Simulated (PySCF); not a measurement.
**Exercise with solution: oscillator strength and radiative lifetime**

Cl2GeH4OSi, SMILES [GeH3][Si](Cl)(Cl)O.

Coordinates come from a ωB97X-D3(BJ)/def2-SVP optimisation. The structure was generated by enumeration, and PubChem lists no compound with its InChIKey, so it may never have been made. Other conformers were not sampled.

TDA-M06-2X/def2-SVPD run with PySCF puts the first singlet state with f over 0.02 at 7.32 eV (vertical), with the transition dipole (-0.626, 0.373, 0.000) in atomic units.

Q: Find the oscillator strength, the wavelength and the radiative lifetime that this transition would have in vacuum if emission retraced absorption.

A: 
|μ|² = 0.5310 au, so |μ| = 1.85 D. ΔE = 7.32/27.211 = 0.2690 hartree. f = (2/3) ΔE |μ|² = 0.095 (the program prints 0.095).
λ = 1239.84/7.32 = 169 nm; ν = 59040 cm⁻¹.
Einstein's coefficient A = 0.6670 ν² f s⁻¹ (ν in cm⁻¹) = 2.2e8 s⁻¹, so τ = 1/A = 4.5 ns. This state is S1. The figure is the radiative limit of this one transition; relaxation, internal conversion, crossing to triplets and a medium change what is measured.
